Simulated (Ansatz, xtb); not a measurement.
Relative energy of two structures of AlGeH6N

Structure I is a singlet given by its coordinates and structure II is a singlet given by its coordinates. Both are isolated molecules in the gas phase, relaxed with B3LYP/6-31G*.

I (Å):

| atom | x (Å) | y (Å) | z (Å) |
| --- | --- | --- | --- |
| Al | -2.1727 | 1.0866 | 0.7569 |
| Ge | -1.3348 | -1.1451 | -0.0258 |
| N | -1.8248 | 0.6136 | -1.1057 |
| H | -1.0306 | 1.0070 | -1.6050 |
| H | -2.5903 | 0.4763 | -1.7614 |
| H | -1.0569 | 2.0422 | 1.3540 |
| H | -3.7230 | 1.1353 | 1.0864 |
| H | 0.0992 | -1.3896 | -0.6041 |
| H | -2.1969 | -2.1711 | -0.8348 |

Close contacts (Å): Al1–Ge2 2.51, Al1–N3 1.95, Ge2–N3 2.12, Al1–H6 1.59, Al1–H7 1.59, Ge2–H8 1.57, Ge2–H9 1.57, N3–H4 1.02, N3–H5 1.02.

II (Å):

```yaml
atoms:
  - { symbol: Al, position_ang: [-1.2476, 0.2398, -1.3359] }
  - { symbol: Ge, position_ang: [-3.4173, 0.1601, 0.4562] }
  - { symbol: N, position_ang: [-1.3529, 0.5927, 0.5653] }
  - { symbol: H, position_ang: [-3.0291, 0.0346, -1.2446] }
  - { symbol: H, position_ang: [-1.0718, 1.5845, -2.1603] }
  - { symbol: H, position_ang: [-0.5597, -1.1489, -1.6640] }
  - { symbol: H, position_ang: [-0.8736, -0.0455, 1.1960] }
  - { symbol: H, position_ang: [-1.1916, 1.5448, 0.8851] }
  - { symbol: H, position_ang: [-3.0509, -1.3966, 0.5870] }
```

Close contacts (Å): Al1–Ge2 2.82, Al1–N3 1.94, Ge2–N3 2.11, Al1–H4 1.80, Al1–H5 1.59, Al1–H6 1.58, Ge2–H4 1.75, Ge2–H9 1.60, N3–H7 1.02, N3–H8 1.02.

Energies in hartree; the thermal terms are from B3LYP/6-31G* harmonic frequencies (ideal gas, rigid rotor, one conformer each, 298.15 K, 1 atm) and include the zero-point energy:

```
                                I            II
E, CCSD(T)/def2-TZVP  −2375.874076  −2375.882004
   zero-point energy      0.055897      0.056765
        H(298 K) − E      0.062814      0.063242
        G(298 K) − E      0.026749      0.027809
```

Task: Work out ΔE, ΔE₀, ΔH and ΔG for I → II in kcal/mol (1 Eh = 627.51 kcal/mol) and the equilibrium ratio [II]/[I].

Result: 1. ΔE = −2375.882004 − (−2375.874076) = −0.007928 Eh = −4.97 kcal/mol.
2. ΔE₀ = ΔE + ΔZPE = −0.007928 + (+0.000868) Eh = −4.43 kcal/mol.
3. ΔH = ΔE + (+0.000428) Eh = −4.71 kcal/mol.
4. ΔG = ΔE + (+0.001060) Eh = −4.31 kcal/mol, so ΔS = (ΔH − ΔG)/T = −5.6 J/(mol K).
5. kT = 0.9442 mEh, so K = [II]/[I] = exp(−ΔG/kT) = exp(+7.27) ≈ 1.4 × 10^3.

Structure II is favoured at this temperature. An error of 1 kcal/mol in ΔG would change K by a factor of 5.4. Mirror images and further conformers aren't counted.

Other levels gave ΔE = −7.6 (B3LYP/6-31G*); −5.3 (HF/def2-TZVP); −4.2 (MP2/def2-TZVP) kcal/mol. The correlated steps freeze 15 core orbitals; the filled d shell of Ge is correlated, in a basis made for valence electrons. Programs: Ansatz 0.2.0.
